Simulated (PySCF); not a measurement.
(1S)-2,2-difluorocyclopropan-1-ol (C3H4F2O), SMILES O[C@H]1CC1(F)F. Geometry optimised at PBE-D3(BJ)/def2-SVP. Other conformers were not sampled.

Computed equilibrium geometry at PBE-D3(BJ)/def2-SVP (PySCF confirms it by a frequency run) as bond lengths and angles (one conformer of several):
Atoms: O1 C2 C3 C4 F5 F6 H7 H8 H9 H10. Bond lengths (Å): O1–C2 1.387, O1–H7 0.978, C2–C3 1.556, C2–C4 1.491, C2–H8 1.104, C3–C4 1.488, C3–H9 1.101, C3–H10 1.102, C4–F5 1.350, C4–F6 1.367. Angles (°): C2–O1–H7 106.9, O1–C2–C3 121.0, O1–C2–C4 120.2, O1–C2–H8 113.5, C3–C2–C4 58.4, C3–C2–H8 115.8, C4–C2–H8 117.3, C2–C3–C4 58.6, C2–C3–H9 117.9, C2–C3–H10 116.5, C4–C3–H9 118.3, C4–C3–H10 116.8, H9–C3–H10 116.4, C2–C4–C3 63.0, C2–C4–F5 122.1, C2–C4–F6 115.5, C3–C4–F5 121.2, C3–C4–F6 117.9, F5–C4–F6 110.3.
